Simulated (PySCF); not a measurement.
Z-matrix (Å, degrees):
```
Si
F 1 1.5817
F 1 1.5817 2 105.12
B 1 1.8869 2 127.44 3 -179.99
H 4 1.1905 1 117.05 2 180.00
H 4 1.1905 5 125.90 1 179.99
```
Charge 0, spin multiplicity 2.

### Question
What dipole moment, highest occupied spin orbital and total energy does PySCF with r2SCAN-D4/def2-TZVP give?

### Answer

```
Quantity                             Result
-----------------------------  ------------
dipole moment                        0.46 D
highest occupied spin orbital      -5.79 eV
total energy                   -515.2749 Ha
```
